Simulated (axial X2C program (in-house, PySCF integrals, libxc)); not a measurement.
**Ω levels of OGdO from open-shell CI on f6 s0**

Calculated with an in-house all-electron X2C program for linear molecules (integrals from PySCF): two-component X2C with atomic mean-field Coulomb and Gaunt terms, basis O dyall-av3z, Gd dyall-v3z (cores contracted in-house). Orbitals come from Hartree–Fock averaged over the configuration Gd f6 s0; CI then distributes these electrons over the f, s shells of Gd.

O–Gd–O held linear, both bonds 1.842 Å (near the minimum of the configuration average).

Active spinors (ω > 0):

| shell | ω | ε (eV) | character |
| --- | --- | --- | --- |
| f | 5/2 | -7.68 | 100% Gd f |
| f | 3/2 | -7.33 | 100% Gd f |
| f | 7/2 | -7.05 | 100% Gd f |
| f | 5/2 | -6.80 | 100% Gd f |
| f | 1/2 | -6.48 | 92% Gd f, 6% O p |
| f | 3/2 | -6.09 | 96% Gd f |
| f | 1/2 | -5.25 | 72% Gd f, 20% O p, 5% Gd p |
| s | 1/2 | -0.53 | 65% Gd s, 18% Gd d, 10% O p |

Lowest levels of this model:

```
Ω  energy (cm⁻¹)     g∥  configuration
0              0   0.00        100% f6
1             51   3.99        100% f6
2            192   7.97        100% f6
3            402  11.96        100% f6
1          13792   5.92        100% f6
0          13820   0.00        100% f6
2          13884   9.92        100% f6
0          13922   0.00        100% f6
1          14093   2.01        100% f6
2          14372   5.92        100% f6
3          14684   9.90        100% f6
4          15008  13.90        100% f6
```

g∥ is the magnitude of 2⟨Lz + ge Sz⟩ for the +Ω component.

This point took 3.6 s on 1 thread of AMD EPYC 9R45 96-Core Processor (Zen 5) (shared host).

Dynamic correlation is missing, so gaps between terms are too wide and other configurations may lie lower; the lowest level listed is that of this model, not necessarily the ground state. At most 4 roots were kept for each Ω > 0 (twice that for Ω = 0) within 2.2 eV of the lowest, so higher up levels can be missing between those listed; levels with Ω > 0 are doubly degenerate and listed once, Ω = 0 levels singly. The open spinors mix strongly with ligand orbitals, which this small active space describes poorly. States that fill the shells left empty in the average are placed too high. The molecule was held linear; bending was not examined.
